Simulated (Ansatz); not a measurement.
Calculated with Ansatz (gas phase, PBE0-D4/def2-TZVP geometries, no zero-point term in ΔE). CBS: MP2 limit from def2 TZ/QZ plus the TZ coupled-cluster correction, frozen cores. Functionals use def2-TZVPP. Elements past krypton have def2 core potentials. For In outer-core shells are correlated without core-valence functions, which leaves a few kJ/mol of doubt a bond. Each species was taken in one conformer, which may not be the lowest.

`C[B](C)[InH2]` + `NC#CCO` → `NC#C[CH2][InH2]` + `CB(C)O`  (formal exchange of groups at the In–B bond)

CCSD(T)/CBS gives -247.2 kJ/mol.

(1) Another level gave -244.9 kJ/mol. Which?
A. SCS-MP2/def2-TZVPP
B. MP2/def2-TZVPP
C. revPBE/def2-TZVPP
D. BLYP-D4/def2-TZVPP

Largest T1 diagnostic among the species: 0.014.

## Answers

(1) A. SCS-MP2/def2-TZVPP -244.9, revPBE -225.0, MP2/def2-TZVPP -255.7, BLYP-D4 -232.5 kJ/mol.

From BLYP to BHLYP (50 % exact exchange), in def2-TZVPP and without D4, ΔE moves by −6.0 kJ/mol. The D4 term adds −3.3 kJ/mol with B3LYP and −1.7 kJ/mol with PBE0; it sums over pairs of atoms, weighted by their polarisabilities, and B3LYP, whose exchange is more repulsive, gets the larger term.

CCSD(T)/CBS has its own doubt, a few kJ/mol and more with outer-core shells, so smaller differences from it don't rank the levels.

B3LYP here is the variant with VWN-RPA as its local correlation; programs differ in this.
